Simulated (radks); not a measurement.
Results of a calculation; reference values are marked as such.
Coherent X-ray form factor from a spherical all-electron density. Code: a radial shooting solver on a logarithmic mesh with Libxc functionals. Model: scalar-relativistic Kohn-Sham, PBE, spin-polarised, spherical densities, finite nucleus; Fermi nuclear charge, rms radius of each element as measured or else 0.836 A^(1/3) + 0.57 fm.

| sin(theta)/lambda (1/angstrom) | f0 (electrons) |
|---|---|
| 0.05 | 60.849 |
| 0.1 | 60.401 |
| 0.15 | 59.668 |
| 0.2 | 58.667 |
| 0.25 | 57.424 |
| 0.3 | 55.968 |
| 0.4 | 52.549 |
| 0.5 | 48.687 |
| 0.6 | 44.643 |
| 0.8 | 36.831 |
| 1 | 30.194 |
| 1.25 | 23.992 |
| 1.5 | 19.837 |
| 2 | 15.282 |

The species is in the configuration that NIST lists as its ground one. Which atom or ion scatters so?

Answer. The lead ion Pb21+, [Kr] 4d10 4f13 5s2. Extrapolating in s^2 from the first two rows gives f0(0) = 61.0, near the electron count 61; among species with that count, the fall with angle is slower the higher Z, and the table is that of Z = 82; from so few rows the species is fixed only to a neighbour or two.
